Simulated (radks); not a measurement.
The numbers below are computed, except where a source is named.
Question: Radial electron density D(r) = 4 pi r^2 rho(r) of an atom or ion with 19 electrons. Level of theory: scalar-relativistic Kohn-Sham, PBE, spin-polarised, spherical densities, finite nucleus; Fermi nuclear charge, rms radius of each element as measured or else 0.836 A^(1/3) + 0.57 fm (a radial shooting solver on a logarithmic mesh with Libxc functionals).

| r (bohr) | D(r) (e/bohr) | spin D(r) |
|---|---|---|
| 0.002384 | 13.56 | -0.000179 |
| 0.00303 | 19.25 | -0.000253 |
| 0.003852 | 26.75 | -0.000348 |
| 0.004858 | 35.84 | -0.000460 |
| 0.006176 | 46.89 | -0.000589 |
| 0.007788 | 58.40 | -0.000708 |
| 0.009901 | 69.58 | -0.000773 |
| 0.01259 | 77.81 | -0.000647 |
| 0.01587 | 80.93 | 0.0000216 |
| 0.02018 | 78.63 | 0.00249 |
| 0.02545 | 73.61 | 0.0102 |
| 0.03235 | 71.44 | 0.0349 |
| 0.04113 | 78.05 | 0.107 |
| 0.05186 | 91.51 | 0.286 |
| 0.06593 | 100.7 | 0.714 |
| 0.08382 | 90.85 | 1.56 |
| 0.1057 | 65.08 | 2.84 |
| 0.1344 | 44.06 | 4.35 |
| 0.1695 | 44.14 | 5.21 |
| 0.2154 | 49.20 | 4.64 |
| 0.2739 | 36.75 | 2.80 |
| 0.3454 | 15.84 | 1.08 |
| 0.4391 | 3.322 | 0.222 |
| 0.5582 | 0.2976 | 0.0212 |
| 0.7039 | 0.01062 | 0.000871 |

What is the nuclear charge?

Answer: Z = 61. The innermost maximum, from 1s, lies near gamma/Z bohr with gamma = sqrt(1 - (Z/c)^2) = 0.895, here 0.0147 bohr (found: 0.0161), and its height grows with Z. The density is that of the promethium ion Pm42+ in [Ar] 3d1; the configuration itself is not fixed sharply by these data, and Z only to a few units. D(r) has 3 maxima, at r = 0.0161, 0.0670, 0.210 bohr, and minima at 0.0311, 0.149 bohr, inside which lie 1.96, 10.57 electrons.
